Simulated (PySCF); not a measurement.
## Trend along the second period: MH molecules

CCSD(T) with double-zeta basis sets in PySCF, for the lowest determinant that a PBE0 search found; no spin–orbit coupling. De refers to high-spin ground-configuration atoms.

```csv
M,basis,"reference, frozen orbitals",state (unpaired electrons),Re (Å),ωe (cm⁻¹),De (eV)
Li,aug-cc-pVDZ,"RHF, 0",singlet (closed shell),1.584,1480,2.43
Be,def2-SVPD,"UHF, 0",doublet (σ ↑),1.348,2054,2.01
B,cc-pVDZ,"RHF, 1",singlet (closed shell),1.256,2343,3.43
C,def2-SVP,"UHF, 1",doublet (π ↑),1.132,2890,3.38
N,cc-pVDZ,"UHF, 1",triplet (π ↑↑),1.056,3197,3.10
O,cc-pVDZ,"UHF, 1",doublet (π ↑),0.980,3704,4.09
F,def2-SVPD,"RHF, 1",singlet (closed shell),0.923,4116,5.90
```

The shortest bond is that of HF (0.923 Å), the longest that of LiH (1.584 Å). HF is bound most strongly (5.90 eV) and BeH least (2.01 eV).

The rows differ in basis set, which adds steps of its own.

The state changes along the series, so neighbouring rows are not always alike in their bonding.

Correlated steps freeze the inner cores (0 to 1 orbitals); shallow outer-core shells are correlated. Correlated levels converge slowly with the basis: in double zeta they bind strong bonds too weakly, by up to about 1 eV, and carry superposition errors of some tenths. Where the molecule has an RHF reference, its open-shell atoms are computed with UHF. States were picked by a PBE0 search and need not be the measured ground states.
